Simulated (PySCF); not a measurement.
## Ionisation energy of Sm⁴⁷⁺ by level of theory

Sm⁴⁷⁺ [Ne] 3s2 3p3 (4S) → Sm⁴⁸⁺ [Ne] 3s2 3p2 (3P), as a difference of total energies. All numbers are calculated (PySCF 2.14, no relativity, point nucleus, in an uncontracted even-tempered set (16 s from 10 bohr⁻², ratio 2.5; 10 p from 14 bohr⁻², ratio 2.5; 4 d from 54 bohr⁻², ratio 2.7; 4 f from 80 bohr⁻², ratio 2.7)). Correlated levels: outer shells: 1s2 frozen; virtual orbitals above 40 to 60 times the deepest correlated orbital energy dropped. The calculations carry no spin-orbit coupling.

```
                method  ionisation energy (eV)
                   UHF                  3943.9
    MP2 (outer shells)                  3944.0
SCS-MP2 (outer shells)                  3943.7
   CCSD (outer shells)                  3943.5
CCSD(T) (outer shells)                  3943.5
```

Spin-orbit coupling is strong in these open shells (close to jj coupling). The scalar numbers leave it out and a first-order estimate fails, so it can dominate the gap to the real levels.

The ground level that NIST lists for one species does not belong to the high-spin term computed here, so part of any gap is the choice of state.

The gap to the reference is mostly relativistic.

For comparison: 3971 ± 4 eV (theoretical estimate listed by NIST; NIST Atomic Spectra Database, ionization energies).
